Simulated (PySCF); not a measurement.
A structure optimised at PBE-D3(BJ)/def2-TZVP, used in a PySCF frequency run:

```xyz
3

O      0.5180    -1.2244     0.0000
S     -0.4590    -0.1221     0.0000
F      0.3555     1.3053     0.0000
```
Charge 0, spin multiplicity 2.

Task: Write its SMILES, formula and point group.

Result: O=[S]F, FOS, Cs

Task: What are its rotational constants (standard atomic weights)?

Result: 37.600, 8.8956, 7.1937 GHz
